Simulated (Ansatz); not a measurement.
C2H6FNSi can be A, `C[Si]1(F)CN1`, or B, `C=N[SiH](C)F`.

Computed with Ansatz on PBE0-D4/def2-TZVP structures; ΔE is electronic, products minus reactants. CCSD(T)/CBS is the MP2 limit (def2-TZVPP, def2-QZVPP) plus CCSD(T) − MP2 in def2-TZVPP, frozen cores. Functionals use def2-TZVPP. B3LYP here is the variant with VWN-RPA as its local correlation; programs differ in this. One conformer a species, not always the lowest.

**Question.** Which isomer does CCSD(T)/CBS put lower? Give the gap. (An estimate is asked.)

**Answer.** The calculation gave: B, by 14.9 kcal/mol.

**Question.** Give E(B) − E(A) in kcal/mol with ωB97M-V, MP2/def2-TZVPP, B3LYP, PBE-D4, HF/def2-TZVPP, B3LYP-D4, PBE0-D4. (An estimate is asked.)

**Answer.** The calculation gave: ωB97M-V -13.7, MP2/def2-TZVPP -13.7, B3LYP -17.1, PBE-D4 -11.6, HF/def2-TZVPP -23.3, B3LYP-D4 -17.0, PBE0-D4 -11.1. None reverses the order clearly.

Largest T1 diagnostic: 0.012.

In def2-TZVPP, CCSD(T) changes the Hartree–Fock value by +7.4 kcal/mol (the triples alone add +0.3 kcal/mol) and MP2 by +9.6 kcal/mol.
